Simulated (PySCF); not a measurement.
Homolysis of single bonds, series Ga F-OH. Isolated molecules, 0 K electronic values unless said otherwise. One relaxed conformer stands for each flexible species; it need not be the lowest. Strings in code marks are SMILES.

The four lowest singlet excitations (Tamm–Dancoff). Level of theory: PBE-D3(BJ)/def2-TZVP // B3LYP-D3(BJ)/def2-TZVP run with PySCF 2.14.0. Excitations are Tamm–Dancoff values on a coarser integration grid. The basis has no diffuse functions, so Rydberg states are missing or too high.

```tsv
state	energy (eV)	wavelength (nm)	oscillator strength
S1	5.38	231	0.000
S2	5.90	210	0.034
S3	6.29	197	0.057
S4	6.76	183	0.010
```

Question: Name which member gives these states.
A) `[OH][Ga]([OH])[OH]`
B) `[OH][Ga]([OH])[F]` (H–O–Ga–F torsion 0°, F–Ga–O–H torsion -180°)
C) `[F][Ga]([F])[F]`
D) `[OH][Ga]([F])[F]` (H–O–Ga–F torsion 0°)

Answer: B, `[OH][Ga]([OH])[F]` (H–O–Ga–F torsion 0°, F–Ga–O–H torsion -180°)
